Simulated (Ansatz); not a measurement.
The cluster Sr₆. The state is a singlet with charge 0. Geometry PBE0/def2-SVP; atoms count from 1.

```xyz
6

Sr   -3.567    1.654    0.686
Sr    2.503   -1.942    0.408
Sr   -1.023   -0.902   -1.603
Sr   -1.318   -1.404    2.547
Sr    2.706    0.770   -2.829
Sr    0.698    1.824    0.791
```

In the def2 sets Sr takes a core potential; there is no spin–orbit coupling. The restricted singlet is unstable towards broken spin symmetry at other levels; at PBE0/def2-TZVP this wasn't settled. The geometry of the singlet was relaxed on an unsound state (restricted singlet, unstable towards broken spin symmetry at other levels and untested here). The structure comes from a short search, and lower isomers may exist.

Question: Estimate the Mulliken populations from the PBE0/def2-TZVP orbitals of Ansatz.

Answer: 
```
atom  charge (e)
 Sr1       -0.08
 Sr2       -0.02
 Sr3        0.10
 Sr4       -0.02
 Sr5       -0.08
 Sr6        0.10
```
Mulliken values and Mayer orders depend strongly on the basis.

Question: And the Mayer bond orders between bonded heavy atoms (over 0.3)?

Answer: Sr1–Sr3 0.39 (4.27 Å); Sr1–Sr4 0.38 (4.23 Å); Sr1–Sr6 0.39 (4.27 Å); Sr2–Sr3 0.33 (4.19 Å); Sr2–Sr5 0.39 (4.23 Å); Sr2–Sr6 0.33 (4.19 Å); Sr3–Sr4 0.33 (4.19 Å); Sr3–Sr5 0.39 (4.27 Å); Sr3–Sr6 0.38 (4.01 Å); Sr4–Sr6 0.33 (4.19 Å); Sr5–Sr6 0.39 (4.27 Å).
